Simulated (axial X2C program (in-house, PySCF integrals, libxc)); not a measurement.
# Potential curves of Ge₂⁺, two-component

Computed with an axial X2C code built on PySCF integrals. Two-component (2c) means X2C with spin–orbit coupling and atomic mean-field two-electron Coulomb and Gaunt terms. Basis: Ge dyall-cv3z [9s9p7d4f1g] (cores contracted in-house); Gaussian nuclei, density fitting, unrestricted open shells. Masses: Ge 73.921 u.

State: Ω = 3/2 (⟨Sz⟩ = 1.50, ⟨Lz⟩ = 0.00 at HF). Energies in eV from the lowest point of each curve. Fits are polynomials in 1 − R0/R over 0.85 to 1.23 times the lowest point R0.

```tsv
R (Å)	HF	PBE0
2.1002	0.6716	0.6446
2.1967	0.2672	0.2629
2.2692	0.0978	0.1014
2.3416	0.0154	0.0202
2.4140	0.0000	0.0000
2.4985	0.0463	0.0340
2.5830	0.1438	0.1128
2.6916	0.3212	0.2581
2.8244	0.5886	0.4758
3.0175	1.0254	0.8240
```

The state is a single determinant with fixed occupations, the lowest that a limited PBE0 search found. Density functionals use the spin component along the axis (collinear). Other states lie close and PBE0, whose exact exchange favours high spin, may order them wrongly; the determinant shown need not be the ground state. The nearest other 2c determinant of the search, Ω = 1/2, lies 0.43 eV up at the distance of the search. With several unpaired electrons one determinant need not be a pure state. This is the top spin component of a Σ state; components of lower Ω are not single determinants and can lie lower.

Task: What are Re and ωe at the HF level?

Result: At HF, 2c: Re = 2.397 Å, ωe ≈ 277 cm⁻¹; Be follows as 0.0794 cm⁻¹.

Task: What are Re and ωe at the PBE0 level?

Result: At PBE0, 2c: Re = 2.406 Å, ωe ≈ 258 cm⁻¹; Be follows as 0.0788 cm⁻¹.
